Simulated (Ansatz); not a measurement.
`N=CBCCF` + `BC#C` → `BBC=N` + `C#CCCF`  (formal exchange of groups at a B–C bond)

Isolated molecules relaxed with PBE0-D4/def2-TZVP in Ansatz; ΔE leaves out vibrations. CCSD(T)/CBS is the MP2 limit (def2-TZVPP, def2-QZVPP) plus CCSD(T) − MP2 in def2-TZVPP, frozen cores. Functionals use def2-TZVPP. B3LYP here is the variant with VWN-RPA as its local correlation; programs differ in this. Each species was taken in one conformer, which may not be the lowest.

Q: Is it downhill or uphill in electronic energy at CCSD(T)/CBS, and by how much? (An estimate is asked.)

A: The calculation gave: Uphill: ΔE = +0.98 eV.

Q: What do these levels give: B3LYP-D4, r2SCANh-D4, r2SCAN0-D4, ωB97M-V, PBE, revPBE, BLYP, r2SCAN, CAM-B3LYP, MP2/def2-SVP, MP2/def2-QZVPP, HF/CBS(def2)? (An estimate is asked.)

A: Ansatz gave: B3LYP-D4 0.93, r2SCANh-D4 0.90, r2SCAN0-D4 0.92, ωB97M-V 0.98, PBE 0.81, revPBE 0.80, BLYP 0.88, r2SCAN 0.88, CAM-B3LYP 0.93, MP2/def2-SVP 1.08, MP2/def2-QZVPP 1.02, HF/CBS(def2) 0.96 eV.

Largest T1 diagnostic among the species: 0.015.

From PBE to PBE0 (25 % exact exchange), in def2-TZVPP and without D4, ΔE moves by +0.05 eV. Leaving LDA and LC-ωPBE aside and taking each functional with its dispersion term where it has one, the values, not all of them listed here, spread over 0.16 eV, from PBE-D4 to ωB97M-V.
